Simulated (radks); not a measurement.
Results of a calculation; reference values are marked as such.
Problem. The mean radii <r> (bohr) of the occupied orbitals of an atom or ion are listed with their occupations. Level of theory: non-relativistic Kohn-Sham, PBE, spin-polarised, spherical densities, point nucleus (a radial shooting solver on a logarithmic mesh with Libxc functionals).

| orbital | occ. | <r> |
|---|---|---|
| 1s down | 1 | 0.02333 |
| 1s up | 1 | 0.02333 |
| 2s up | 1 | 0.09926 |
| 2s down | 1 | 0.09926 |
| 2p up | 3 | 0.08416 |
| 2p down | 3 | 0.08416 |
| 3s up | 1 | 0.2559 |
| 3s down | 1 | 0.2556 |
| 3p up | 3 | 0.2457 |
| 3p down | 3 | 0.2454 |
| 3d up | 5 | 0.2178 |
| 3d down | 5 | 0.2174 |
| 4s up | 1 | 0.5747 |
| 4s down | 1 | 0.5751 |
| 4p up | 3 | 0.5872 |
| 4p down | 3 | 0.5878 |
| 4d up | 5 | 0.6179 |
| 4d down | 5 | 0.6195 |
| 5s up | 1 | 1.354 |
| 5s down | 1 | 1.373 |
| 5p up | 3 | 1.494 |
| 5p down | 3 | 1.520 |
| 4f up | 7 | 0.7514 |
| 5d up | 1 | 1.997 |

Name the element and its charge. Open shells, if any, are filled with parallel spins first.

Solution. Z = 65, terbium, charge +3: Tb3+ in [Xe] 4f7 5d1. The 1s radius gives Z: for a bare nucleus <r> = 1.5/Z, 0.02308 bohr for Z = 65, and screening makes it slightly larger (0.02333 here). The occupations add up to 62, and the charge is Z minus that.
